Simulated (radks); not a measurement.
Values are calculated unless marked as measured or tabulated.
Ionisation of the iron ion Fe15+, [Ne] 3s1, to Fe16+, [Ne], under several functionals. Scalar-relativistic Kohn-Sham, spin-polarised, spherical densities, finite nucleus; open shells are filled with parallel spins first; a radial shooting solver on a logarithmic mesh with Libxc functionals.

RPBE: E(Fe15+) (hartree) -1166.80302; Exc (hartree) -42.01445; IE (eV) 491.12; -e(HOMO) (eV) 476.27; <r> HOMO (bohr) 0.6723; IE error (eV) +1.8
r2SCAN: E(Fe15+) (hartree) -1166.87707; Exc (hartree) -42.06824; IE (eV) 489.06; -e(HOMO) (eV) 476.95; <r> HOMO (bohr) 0.6738; IE error (eV) -0.2
revPBE: E(Fe15+) (hartree) -1166.74908; Exc (hartree) -41.95983; IE (eV) 491.00; -e(HOMO) (eV) 476.35; <r> HOMO (bohr) 0.6721; IE error (eV) +1.7
LDA (Slater exchange, VWN5 correlation): E(Fe15+) (hartree) -1164.21014; Exc (hartree) -39.37653; IE (eV) 490.64; -e(HOMO) (eV) 476.34; <r> HOMO (bohr) 0.6716; IE error (eV) +1.3
LDA (Slater exchange, Perdew-Wang correlation): E(Fe15+) (hartree) -1164.20510; Exc (hartree) -39.37149; IE (eV) 490.63; -e(HOMO) (eV) 476.34; <r> HOMO (bohr) 0.6716; IE error (eV) +1.3
HCTH/407: E(Fe15+) (hartree) -1166.82520; Exc (hartree) -42.06134; IE (eV) 489.78; -e(HOMO) (eV) 476.95; <r> HOMO (bohr) 0.6717; IE error (eV) +0.5

NIST Atomic Spectra Database: 489.31 eV (semi-empirical). Closest: r2SCAN. The Delta-SCF values span 2.06 eV, the total energies 2.67 hartree. The highest occupied level is 3s.
